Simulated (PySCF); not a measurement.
Molecule: C$_{2}$H$_{4}$N, net charge 0, doublet state. It need not be the lowest isomer of its formula. 
Geometry from a B3LYP-D3(BJ)/def2-TZVP (Ansatz) optimisation:
```
N
C 1 1.2232
H 2 1.0952 1 124.76
C 1 1.4506 2 128.09 3 180.00
H 4 1.0905 1 108.76 2 121.47
H 4 1.0905 5 107.72 1 -117.72
H 4 1.0926 5 109.67 6 -119.30
```
Charge 0, spin multiplicity 2.

Dispersion corrections to the total energy (kcal/mol) from the dftd3 and dftd4 libraries through PySCF: D3(BJ) without and D4 with the three-body term, each with the damping fitted for the functional named.

| functional | D3(BJ) | D4 |
|---|---|---|
| PBE | -2.09 | … |
| B2PLYP | -1.54 | -1.27 |
| HF | … | -7.77 |
| TPSS | -2.55 | -2.50 |
| r2SCAN | … | -0.44 |
| PW6B95 | -0.89 | -1.62 |
| BLYP | -4.35 | -4.26 |

Problem. What belongs in the gaps?

Solution. 
- PBE, D4: -1.84
- HF, D3(BJ): -19.74
- r2SCAN, D3(BJ): -0.54
